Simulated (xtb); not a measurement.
C₃H₁₀OSi₂, SMILES C[SiH2][SiH2]C(C)=O. All values are semi-empirical tight-binding results from xtb (GFN2-xTB unless named), good for trends rather than for accurate numbers. The structure is a stationary point at GFN2-xTB. This is a generated structure with no PubChem entry under its InChIKey; it may be hypothetical. One conformer was computed; it need not be the lowest.

Optimised geometry:

Bonds (Å): C1–Si2 1.901, C1–H7 1.086, C1–H8 1.086, C1–H9 1.086, Si2–Si3 2.318, Si2–H10 1.468, Si2–H11 1.474, Si3–C4 1.919, Si3–H12 1.473, Si3–H13 1.466, C4–C5 1.505, C4–O6 1.212, C5–H14 1.088, C5–H15 1.088, C5–H16 1.088. Bond angles (°): Si2–C1–H7 111.3, Si2–C1–H8 111.4, Si2–C1–H9 111.4, H7–C1–H8 107.5, H7–C1–H9 107.5, H8–C1–H9 107.5, C1–Si2–Si3 109.6, C1–Si2–H10 108.1, C1–Si2–H11 107.5, Si3–Si2–H10 113.1, Si3–Si2–H11 111.9, H10–Si2–H11 106.5, Si2–Si3–C4 107.2, Si2–Si3–H12 115.5, Si2–Si3–H13 115.3, C4–Si3–H12 106.1, C4–Si3–H13 105.4, H12–Si3–H13 106.5, Si3–C4–C5 118.6, Si3–C4–O6 119.2, C5–C4–O6 122.1, C4–C5–H14 109.1, C4–C5–H15 111.4, C4–C5–H16 108.6, H14–C5–H15 110.1, H14–C5–H16 107.8, H15–C5–H16 109.7.
Charge 0, spin multiplicity 1.

```yaml
orbital_gap: 2.66 eV
dipole_moment: 3.09 D
zero_point_energy: 71.8 kcal/mol
G − E(el) at 298.15 K (modified RRHO): 49.0 kcal/mol
static polarisability (D4 model): 96.1 bohr³
solvation energy, GFN2-xTB/ALPB(water): -3.2 kcal/mol
solvation energy, GFN2-xTB/ALPB(ether): -7.5 kcal/mol
```

Computed atomic charges and the Wiberg bond orders between heavy atoms:
charges (e) C1 -0.20, Si2 0.38, Si3 0.35, C4 0.11, C5 -0.13, O6 -0.38, H7 0.02, H8 0.02, H9 0.03, H10 -0.09, H11 -0.10, H12 -0.10, H13 -0.08, H14 0.05, H15 0.06, H16 0.06. Bond orders C1–Si2 0.92, Si2–Si3 0.83, Si3–C4 0.81, C4–C5 1.02, C4–O6 1.89.
